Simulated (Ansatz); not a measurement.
Consider the redistribution: `CC[SiH]([SiH3])Cl` + `[NH2][AlH][SiH3]` → `[NH2][AlH][SiH]([SiH3])Cl` + `CC[SiH3]`.

Isolated molecules relaxed with PBE0-D4/def2-TZVP in Ansatz; ΔE leaves out vibrations. CCSD(T)/CBS adds triple-zeta CCSD(T) − MP2 to the extrapolated MP2 energy (def2 sets, frozen cores). DFT in def2-TZVPP. One conformer a species, not always the lowest.

```tsv
species	B2PLYP energy (Eh)
`CC[SiH]([SiH3])Cl`	-1120.47498
`[NH2][AlH][SiH3]`	-590.06064
`[NH2][AlH][SiH]([SiH3])Cl`	-1340.18475
`CC[SiH3]`	-370.34872
```

Problem. Work out ΔE.

Solution. ΔE = (-1340.18475) + (-370.34872) − (-1120.47498) − (-590.06064) = 0.00215 Eh = +1.3 kcal/mol. CCSD(T)/CBS gives +1.5 kcal/mol.

Largest T1 diagnostic among the species: 0.013.
